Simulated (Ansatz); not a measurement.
System: KO, charge 0, multiplicity 2. 
Coordinates optimised at B3LYP-D3(BJ)/def2-TZVP (Ansatz, a program for electronic structure):
```
K
O 1 2.2026
```
Charge 0, spin multiplicity 2.

Property: atomisation energy (electronic, to ground-state atoms), in kJ/mol. Cores are frozen in the correlated levels unless marked. Open shells are spin-unrestricted. No spin-orbit coupling. The frozen core is the preceding noble-gas configuration, with the filled d and f shells of earlier blocks. The outer core of K, Ca and their heavier congeners is not correlated, a term that matters for these elements. Non-relativistic. CBS marks a two-point X^-3 extrapolation of the correlation energy; Hartree-Fock from the larger set. [CCSD(T)-MP2]/basis is that difference in the basis named.

```
level                                                                 program  atomisation energy (kJ/mol)
-------------------------------------------------------------  --------------  ---------------------------
PBE0/6-31G*                                                            Ansatz                        258.8
PBE0-D4/def2-TZVP                                              Ansatz + dftd4                        254.7
PBE0/def2-TZVPD                                                        Ansatz                        257.6
PBE0/def2-QZVPP                                                        Ansatz                        264.5
CAM-B3LYP/def2-TZVPD                                                   Ansatz                        278.8
CCSD/6-31G                                                             Ansatz                        173.4
CCSD(T)/def2-QZVPPD                                                    Ansatz                        267.4
RI-MP2/CBS(def2-TZVPPD,def2-QZVPPD)+[CCSD(T)-MP2]/def2-TZVPPD          Ansatz                        274.6
RI-MP2/CBS(def2-TZVPP,def2-QZVPP)+[CCSD(T)-MP2]/def2-QZVPP             Ansatz                        276.1
```
